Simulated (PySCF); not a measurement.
Ionisation energy of Tb²³⁺ by level of theory

Tb²³⁺ [Kr] 4d6 [4d3/2^4 4d5/2^2, M_J = 4] → Tb²⁴⁺ [Kr] 4d5 [4d3/2^4 4d5/2^1, M_J = 5/2], as a difference of total energies. Calculation: PySCF 2.14, in an uncontracted even-tempered set (17 s from 1.7 bohr⁻², ratio 2.8; 14 p from 2.2 bohr⁻², ratio 2.8; 9 d from 2.2 bohr⁻², ratio 2.8; 4 f from 9.8 bohr⁻², ratio 3); the two-component X2C-1e Hamiltonian. Correlated levels: [Ar] 3d10 frozen; the 92 highest virtual spinors dropped. "Screened" scales the spin-orbit matrix elements by Boettger's factors to mimic the two-electron term; Breit and QED terms are absent.

```tsv
method	ionisation energy (eV)
GHF (screened spin-orbit)	772.19
GMP2 (screened spin-orbit)	772.56
```

Q: How much does correlation contribute at GMP2 (screened spin-orbit)?

A: 772.56 − (772.19) = 0.37 eV, measured against GHF (screened spin-orbit).

Breit and QED terms and the two-electron picture change are absent.

The labels give the starting determinants; with spin-orbit coupling the two ends relaxed to ⟨J²⟩ = 20.04, ⟨L²⟩ = 9.11, ⟨S²⟩ = 4.34 and ⟨J²⟩ = 8.77, ⟨L²⟩ = 1.67, ⟨S²⟩ = 6.10.

For comparison: 772 ± 4 eV (theoretical estimate listed by NIST; NIST Atomic Spectra Database, ionization energies).
